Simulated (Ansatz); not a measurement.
One change: `C[Si](N)(O)Cl` becomes `C[Si](O)(F)Cl`.

Ansatz, PBE0-D4/def2-TZVP geometries, multiplicity 1. Each molecule was computed in one conformer, which needn't be the lowest.

```csv
property,`C[Si](N)(O)Cl`
size of the dipole moment (ωB97M-V/def2-TZVPP) / D,0.92
HOMO energy (PBE/def2-TZVPP) / eV,-6.32
zero-point energy (PBE0-D4/def2-TZVP) / kJ/mol,209.0
LUMO energy (PBE/def2-TZVPP) / eV,-0.11
HOMO energy (PBE0/def2-TZVPP) / eV,-7.78
LUMO energy (B3LYP/def2-TZVPP) / eV,0.36
```

Q: Give the same properties after the change, and the shifts. (An estimate is asked.)

A: Ansatz gave: 
```
                                          property  `C[Si](O)(F)Cl`  shift
size of the dipole moment (ωB97M-V/def2-TZVPP) / D             1.10   0.18
                 HOMO energy (PBE/def2-TZVPP) / eV            -7.74  -1.42
    zero-point energy (PBE0-D4/def2-TZVP) / kJ/mol            147.7  -61.3
                 LUMO energy (PBE/def2-TZVPP) / eV            -0.22  -0.11
                HOMO energy (PBE0/def2-TZVPP) / eV            -9.27  -1.49
               LUMO energy (B3LYP/def2-TZVPP) / eV             0.29  -0.07
```

With PBE0 the HOMO falls by 1.49 eV and the LUMO falls by 0.05 eV, so the gap widens by about 1.44 eV. PBE moves the HOMO by -1.42 eV and ωB97M-V by -1.42 eV. The zero-point energy changes by -61.3 kJ/mol with -6 modes. Dipoles are sizes alone; their direction can turn.

B3LYP here is the variant with VWN-RPA as its local correlation; programs differ in this.
